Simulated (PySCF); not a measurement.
Ligands exchanged one at a time, Sn F-H. All species are isolated molecules in the gas phase. Strings in code marks are SMILES.

The four lowest singlet excitations (Tamm–Dancoff). All values below come from PySCF with B3LYP-D3(BJ)/def2-TZVP // PBE0-D3(BJ)/def2-TZVP. B3LYP has the VWN-RPA correlation part, as in Gaussian. Excitations are Tamm–Dancoff values on a coarser integration grid. The basis has no diffuse functions, so Rydberg states are missing or too high.

| state | energy (eV) | wavelength (nm) | oscillator strength |
|---|---|---|---|
| S1 | 7.34 | 169 | 0.000 |
| S2 | 7.50 | 165 | 0.007 |
| S3 | 7.50 | 165 | 0.007 |
| S4 | 7.56 | 164 | 0.169 |

Question: Say which member gives these states.
(A) `[F][SnH]([F])[F]`
(B) `[F][SnH2][F]`
(C) `[F][SnH3]`

Answer: A, `[F][SnH]([F])[F]`
